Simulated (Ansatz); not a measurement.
The cluster SnO₂. Charge 0, multiplicity 1. Geometry B3LYP-D4/def2-TZVP, basis def2-TZVP, Ansatz.

```xyz
3

Sn    0.000    0.000    0.000
O     1.232   -1.326    0.120
O    -1.232    1.326   -0.120
```

| run | HOMO (eV) | LUMO (eV) |
| --- | --- | --- |
| A | -7.02 | -4.15 |
| B | -8.18 | -3.60 |
| C | -7.11 | -4.18 |
| D | -8.84 | -3.16 |
| E | -7.43 | -4.05 |
| F | -10.94 | -1.23 |

In the def2 sets Sn takes a core potential; there is no spin–orbit coupling. HSE06 is defined as in plane-wave codes, on full-range PBE exchange. The structure comes from a short search, and lower isomers may exist.

Question: The runs used BLYP, HSE06, PBE, r2SCAN, r2SCAN0, ωB97M-V. Estimate which is which.

Answer: A BLYP (0 % exact exchange); B HSE06 (range-separated); C PBE (0 % exact exchange); D r2SCAN0 (25 % exact exchange); E r2SCAN (0 % exact exchange); F ωB97M-V (range-separated). Exact exchange lowers occupied and raises empty levels; among semilocal functionals meta-GGAs tend to open the gap a little, and such runs are hard to tell apart. The gap grows from 2.87 eV (BLYP) to 9.72 eV (ωB97M-V).
